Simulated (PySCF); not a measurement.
# Electron correlation in W (tungsten, neutral)

[Xe] 4f14 5d3 6s2 7s1, high-spin 5F determinant (an excited configuration). Calculation: PySCF 2.14, in aug-cc-pVTZ-PP with ECP60MDF; a scalar-relativistic core potential. Frozen: 5s2 5p6; 6 electrons correlated.

```json
{"level": "CCSD", "correlation energy (mhartree)": "-92.62"}
{"level": "(T)", "correlation energy (mhartree)": "-11.23"}
{"level": "CCSD(T)", "correlation energy (mhartree)": "-103.85"}
```

Diagnostics: T1 = 0.017, D1 = 0.0417, largest double amplitude 0.132.

Q: Is a single reference adequate?

A: Mostly. T1 lies below 0.03, but a double amplitude of this size points to a near-degeneracy that CCSD handles and MP2 describes poorly.
